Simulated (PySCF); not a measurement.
Species: C₇H₉O₂ (charge -1).
SMILES with atom numbers: `[CH3:1][C@H:2]1[CH2:3][CH2:4][C:5]([O-:6])=[CH:7][C:8]1=[O:9]` (hydrogens: H10, H11, H12 on C1; H13 on C2; H14, H15 on C3; H16, H17 on C4; H18 on C7)
Bond orders are those of one Lewis drawing.

Method: PBE0-D3(BJ)/def2-SVP geometry optimisation, gas phase in PySCF; density fitting, grid level 1; the optimiser is geomeTRIC in internal coordinates, started from a GFN2-xTB structure with every atom displaced at random (about 0.01 Å).

At the end of the run (lengths in Å): C3–C4 1.517, C4–H17 1.102, C7–C8 1.417, C3–H14 1.106, C4–C5 1.534, C1–C2 1.519, C5=C7 1.419, C3–C4–C5 113.2°, C2–C3–C4 111.5°, C1–C2–C3 113.0°, C3–C2–C8 111.7°, C1–C2–C3–C4 179°, C2–C3–C4–C5 -54°, C3–C4–C5–O6 -155°, H13–C2–C8–C7 91°, H18–C7–C8–O9 0°.

**Question.** These geometries were met on the way; a selection of coordinates is given. Order them by energy above the end point, lowest first.
A. C3–C4 1.517, C4–H17 1.102, C7–C8 1.416, C3–H14 1.106, C4–C5 1.534, C1–C2 1.516, C5=C7 1.420, C3–C4–C5 113.2°, C2–C3–C4 111.1°, C1–C2–C3 113.2°, C3–C2–C8 111.5°, C1–C2–C3–C4 -179°, C2–C3–C4–C5 -53°, C3–C4–C5–O6 -156°, H13–C2–C8–C7 87°, H18–C7–C8–O9 0°
B. C3–C4 1.517, C4–H17 1.103, C7–C8 1.420, C3–H14 1.107, C4–C5 1.537, C1–C2 1.520, C5=C7 1.418, C3–C4–C5 113.5°, C2–C3–C4 110.7°, C1–C2–C3 113.6°, C3–C2–C8 109.9°, C1–C2–C3–C4 -177°, C2–C3–C4–C5 -53°, C3–C4–C5–O6 -156°, H13–C2–C8–C7 79°, H18–C7–C8–O9 1°
C. C3–C4 1.570, C4–H17 1.074, C7–C8 1.392, C3–H14 1.082, C4–C5 1.510, C1–C2 1.496, C5=C7 1.397, C3–C4–C5 110.7°, C2–C3–C4 109.2°, C1–C2–C3 110.8°, C3–C2–C8 110.4°, C1–C2–C3–C4 -179°, C2–C3–C4–C5 -57°, C3–C4–C5–O6 -153°, H13–C2–C8–C7 90°, H18–C7–C8–O9 -3°
D. C3–C4 1.521, C4–H17 1.108, C7–C8 1.418, C3–H14 1.111, C4–C5 1.537, C1–C2 1.520, C5=C7 1.416, C3–C4–C5 113.5°, C2–C3–C4 111.0°, C1–C2–C3 113.6°, C3–C2–C8 109.9°, C1–C2–C3–C4 -178°, C2–C3–C4–C5 -53°, C3–C4–C5–O6 -155°, H13–C2–C8–C7 81°, H18–C7–C8–O9 8°

**Answer.** A (0.003 eV), B (0.020 eV), D (0.052 eV), C (0.175 eV).

| step | E above end (eV) | rms distance from the end, all atoms (Å) | largest force (eV/Å) | rms shift of all bonds from the end (Å) |
| --- | --- | --- | --- | --- |
| 5 | 0.003 | 0.033 | 0.126 | 0.001 |
| 2 | 0.020 | 0.089 | 0.397 | 0.001 |
| 1 | 0.052 | 0.101 | 0.794 | 0.003 |
| 0 | 0.175 | 0.045 | 2.261 | 0.022 |

Rows stand in the order of the answer.
